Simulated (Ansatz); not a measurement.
`OC(F)CF` + HI → `FCC(F)I` + H₂O at 700 K and 1 bar (substitution at a C–O bond).

Calculated with Ansatz (gas phase, PBE0-D4/def2-TZVP geometries, no zero-point term in ΔE). CCSD(T)/CBS is the MP2 limit (def2-TZVPP, def2-QZVPP) plus CCSD(T) − MP2 in def2-TZVPP, frozen cores. This one scheme is used for every species. Elements past krypton have def2 core potentials. For I outer-core shells are correlated without core-valence functions, which leaves a few kJ/mol of doubt a bond. Each species was taken in one conformer, which may not be the lowest.

```
  species  CCSD(T)/CBS energy (Eh)  H − E (kJ/mol)  S (J/(mol·K))
`OC(F)CF`               -353.25935           234.9          395.0
       HI               -298.03592            34.6          231.7
`FCC(F)I`               -574.91548           193.7          421.1
      H₂O                -76.37941            80.5          218.4
```

H − E and S are ideal-gas, rigid-rotor, harmonic terms from PBE0-D4/def2-TZVP, for one conformer and one mirror image of each species. 1 Eh = 2625.50 kJ/mol, R = 8.31446 J/(mol·K).

Task: By hand: ΔE, ΔH, ΔS and ΔG.

Result: ΔE = (-574.91548) + (-76.37941) − (-353.25935) − (-298.03592) = 0.00038 Eh = 1.0 kJ/mol. Δ(H − E) = 193.7 + 80.5 − 234.9 − 34.6 = 4.7, so ΔH = 5.7 kJ/mol. ΔS = 421.1 + 218.4 − 395.0 − 231.7 = 12.8 J/(mol·K). ΔG = 5.7 − 700 × (12.8)/1000 = -3.3 kJ/mol.

Task: By hand: the equilibrium constant, and the temperature at which ΔG would vanish if ΔH and ΔS stayed fixed.

Result: log₁₀ K = −ΔG/(RT ln 10) = 0.2. ΔG = 0 at ΔH/ΔS = 445 K, though so small a ΔH makes that figure unsure.

TΔS isn't small against ΔH here. The sign of ΔG lies within the doubt. A doubt of 5 kJ/mol in ΔE shifts log₁₀ K by 0.4 here. Other conformers and mirror images would add mixing entropy, several J/(mol·K) or more a flexible species. These are equilibria of isolated gas molecules and say nothing of rates. Largest T1 diagnostic: 0.011 (customary marks: 0.02 for closed shells, 0.045 for open ones).
